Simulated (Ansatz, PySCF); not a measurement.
This PySCF input computes a B3LYP/def2-TZVPD energy:

```python
from pyscf import gto, scf, dft

mol = gto.M(
    atom='''
    F    -0.09631179    2.22161096    0.44390524
    C     0.05654232    1.00127400    0.18223807
    C     1.16265498    0.22081775   -0.16497726
    F     2.40649592    0.45705478   -0.34147457
    C     0.36165374   -0.92184793   -0.24157884
    F     0.59363845   -2.12715598   -0.51447441
    C    -0.93228496   -0.17706463    0.13228845
    F    -1.48041633   -0.51891458    1.28886810
    F    -1.85578364   -0.11471465   -0.81547130
    ''',
    basis='def2-tzvpd',
    charge=1,
    spin=0,
    verbose=4,
)

mf = dft.RKS(mol, xc='b3lyp').density_fit(auxbasis='def2-universal-jkfit')
mf.grids.level = 3
mf.conv_tol = 1e-9
mf.max_cycle = 100
mf.max_memory = 1500
mf.kernel()
if not mf.converged:
    mf = mf.newton()
    mf.kernel(mf.make_rdm1())
mf.analyze()
```

Task: Write an input for the same energy in Ansatz (an electronic-structure program) and say what it gives.

Result: 
Ansatz 0.2 input:
```yaml
crystal:
  periodic: [false, false, false]
  atoms:
    - {symbol: F, position_ang: [-0.09631179, 2.22161096, 0.44390524]}
    - {symbol: C, position_ang: [0.05654232, 1.00127400, 0.18223807]}
    - {symbol: C, position_ang: [1.16265498, 0.22081775, -0.16497726]}
    - {symbol: F, position_ang: [2.40649592, 0.45705478, -0.34147457]}
    - {symbol: C, position_ang: [0.36165374, -0.92184793, -0.24157884]}
    - {symbol: F, position_ang: [0.59363845, -2.12715598, -0.51447441]}
    - {symbol: C, position_ang: [-0.93228496, -0.17706463, 0.13228845]}
    - {symbol: F, position_ang: [-1.48041633, -0.51891458, 1.28886810]}
    - {symbol: F, position_ang: [-1.85578364, -0.11471465, -0.81547130]}
basis:
  gaussian:
    orbitals: def2-TZVPD
hamiltonian:
  xc: {name: B3LYP}
total_charge: 1
output: {forces: true}
```
It gives -651.47986 Eh, and PySCF -651.47993 Eh, a difference of 0.07 mEh, from the treatment of integrals and grids.
